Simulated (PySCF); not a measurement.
# UHF on Si (silicon, neutral)

Configuration: [Ne] 3s1 3p2 4s1, high-spin 5P determinant (an excited configuration). Calculation: PySCF 2.14, in aug-cc-pCVTZ-DK (8s7p5d3f, 75 functions); the spin-free X2C one-electron Hamiltonian (Gaussian nucleus).

| Item | Value |
| --- | --- |
| Total energy | -289.141963 hartree |
| One-electron energy | -398.5435 hartree |
| Hartree (Coulomb) energy | 129.7296 hartree |
| Exchange energy | -20.3280 hartree |
| ⟨S²⟩ | 6.0001 |
| ⟨L²⟩ | 2.048 |
| Sum of ⟨r⟩ | 17.31 bohr |
| Sum of ⟨r²⟩ | 58.92 bohr² |
| Traceless quadrupole moment −½Σ⟨3z² − r²⟩ along its main axis | 1.07 e·bohr² |
| Langevin diamagnetic susceptibility | -46.7 ×10⁻⁶ cm³/mol |

```tsv
shell	electrons	mean orbital energy (hartree)	spread (hartree)	rms radius, mean of both spins (bohr)
1s α	1	-69.19719	0	0.129
1s β	1	-69.16649	0	0.129
2s α	1	-6.40364	0	0.613
2s β	1	-6.35524	0	0.613
2p α	3	-4.47912	0.01422	0.598
2p β	3	-4.43786	0.01844	0.598
3s α	1	-0.82467	0	2.19
3p α	2	-0.46664	0	2.64
4s α	1	-0.10892	0	6.11
```

The outer electron is Rydberg-like, and this basis confines it to a smaller radius and binds it less than a complete one would.

Densities and radii are taken from the X2C orbitals without a picture-change correction, which distorts them close to the nucleus.

Spin-orbit constants ζ (cm⁻¹) from the X2C one-electron operator on these orbitals: bare nucleus, nucleus screened by l(l+1)(2l+1)/3 electrons, and screened by the Breit-Pauli mean field of the electrons.

```json
{"shell": "2p", "bare": "3893", "screened nucleus": "3337", "mean field": "3086"}
{"shell": "3p", "bare": "223.8", "screened nucleus": "191.8", "mean field": "174.4"}
```

To first order the Landé constant is A = 43.61 cm⁻¹, so the lowest level has J = 1 and lies 0.0162 eV below the centre of the term. This holds in LS coupling only.
